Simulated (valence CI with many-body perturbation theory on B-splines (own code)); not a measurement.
Values are calculated unless marked as measured or tabulated.
**From CI to CI+MBPT in Er LXI**

Method: relativistic CI+MBPT: six valence electrons over a frozen Dirac-Fock core [He], radial functions for each j: 9 s, 9 p, 8 d, 6 f, 3 g, 1 h, with the one-electron correlation potential Σ1 (screened to all orders), the two-electron term Σ2, the three-electron term Σ3, Breit, model QED; selected single and double excitations, second order for the rest, scaled by the run's own slope (own B-spline code, finite nucleus).

The last digits are not significant, and no measured levels were compared; by estimate large intervals hold to a few tenths of a per cent, small ones and those within an open d or f shell to about a per cent. Among the levels kept, up to 2100 cm⁻¹ of a level comes from second order outside the variational space, and about a tenth of that is noise between levels of different J, which matters for small intervals.

Each rung adds one term. CI alone is the Dirac-Coulomb CI over the frozen core; QED comes last and gives the full result, which names the levels. Energies are above (2s^2 2p1/2^2 2p3/2^2) J=2 on the same rung, in eV.

Levels are named by their leading jj configuration (3d3/2^4 stands for four electrons in 3d with j = 3/2), which in mixed levels can hold well under half, so a name can repeat and another be missing.

| Level | CI alone |
| --- | --- |
| (2s^2 2p1/2^2 2p3/2^2) J=0 | 47.2 |
| (2s^2 2p1/2 2p3/2^3) J=1 | 956.4 |
| (2s^2 2p1/2 2p3/2^3) J=2 | 980.9 |
| (2s 2p1/2^2 2p3/2^3) J=2 | 1320.7 |
| (2s 2p1/2^2 2p3/2^3) J=1 | 1393.4 |
| (2s^2 2p3/2^4) J=0 | 1954.6 |
| (2s 2p1/2 2p3/2^4) J=0 | 2287.6 |
| (2s 2p1/2 2p3/2^4) J=1 | 2327.3 |
| (2p1/2^2 2p3/2^4) J=0 | 2748.4 |
| (2s^2 2p1/2^2 2p3/2 3s) J=2 | 7268.5 |
| (2s^2 2p1/2^2 2p3/2 3s) J=1 | 7276.4 |
| (2s^2 2p1/2^2 2p3/2 3p1/2) J=1 | 7374.3 |
| (2s^2 2p1/2^2 2p3/2 3p1/2) J=2 | 7377.6 |
| (2s^2 2p1/2^2 2p3/2 3p3/2) J=3 | 7650.7 |
| (2s^2 2p1/2^2 2p3/2 3p3/2) J=1 | 7650.4 |
| (2s^2 2p1/2^2 2p3/2 3p3/2) J=2 | 7675.8 |

Problem. What do these energies become with core correlation, Breit and QED?

Solution. (2s^2 2p1/2^2 2p3/2^2) J=0 53.7 (+6.49); (2s^2 2p1/2 2p3/2^3) J=1 948.5 (-7.86); (2s^2 2p1/2 2p3/2^3) J=2 967.1 (-13.89); (2s 2p1/2^2 2p3/2^3) J=2 1307.1 (-13.54); (2s 2p1/2^2 2p3/2^3) J=1 1381.6 (-11.87); (2s^2 2p3/2^4) J=0 1936.6 (-18.03); (2s 2p1/2 2p3/2^4) J=0 2266.2 (-21.41); (2s 2p1/2 2p3/2^4) J=1 2302.5 (-24.85); (2p1/2^2 2p3/2^4) J=0 2724.6 (-23.87); (2s^2 2p1/2^2 2p3/2 3s) J=2 7262.6 (-5.96); (2s^2 2p1/2^2 2p3/2 3s) J=1 7270.8 (-5.59); (2s^2 2p1/2^2 2p3/2 3p1/2) J=1 7369.4 (-4.92); (2s^2 2p1/2^2 2p3/2 3p1/2) J=2 7371.1 (-6.58); (2s^2 2p1/2^2 2p3/2 3p3/2) J=3 7640.3 (-10.36); (2s^2 2p1/2^2 2p3/2 3p3/2) J=1 7640.6 (-9.77); (2s^2 2p1/2^2 2p3/2 3p3/2) J=2 7666.4 (-9.45).

Problem. How does the ionisation energy move along the ladder, and which term matters most?

Solution. CI alone 13562, + Σ1 13563, + Σ2 13563, + Σ3 13563, + Breit 13550, + QED 13549 eV. The largest step is Breit, -13 eV. NIST lists 13548 ± 10 eV (theoretical).
